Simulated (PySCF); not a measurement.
**Te: excitation energy**

Te [Kr] 4d10 5s2 5p4 (3P) → Te [Kr] 4d10 5s1 5p4 5d1 (high-spin determinant), as a difference of total energies. Calculation: PySCF 2.14, in aug-cc-pVQZ-PP with ECP28MDF; scalar relativity through the core potential. Correlated levels: valence: 4s2 4p6 4d10 frozen. The calculations carry no spin-orbit coupling.

```json
{"method": "UHF", "excitation energy (eV)": "15.083"}
{"method": "LDA", "excitation energy (eV)": "16.439"}
{"method": "PBE0", "excitation energy (eV)": "15.998"}
{"method": "r2SCAN", "excitation energy (eV)": "15.930"}
{"method": "LC-wPBE", "excitation energy (eV)": "16.399"}
{"method": "r2SCANh", "excitation energy (eV)": "15.941"}
{"method": "B2PLYP", "excitation energy (eV)": "16.022"}
{"method": "r2SCAN0", "excitation energy (eV)": "15.956"}
{"method": "SCS-MP2 (valence)", "excitation energy (eV)": "15.643"}
```

Question: Estimate what MP2 (valence) gives.

Answer: 15.470 eV, closest to SCS-MP2 (valence) among the rows shown.

Question: Estimate what PBE gives.

Answer: 15.989 eV, closest to PBE0 among the rows shown.

The upper state lies above the first ionisation limit, where it may autoionise and the basis confines it.

The promoted electron is Rydberg-like, and one or two diffuse shells describe it only roughly, which tends to raise the upper state.

The determinant of the upper state mixes LS terms, which raises its energy above the lowest term, most at the Hartree-Fock and MP2 levels.
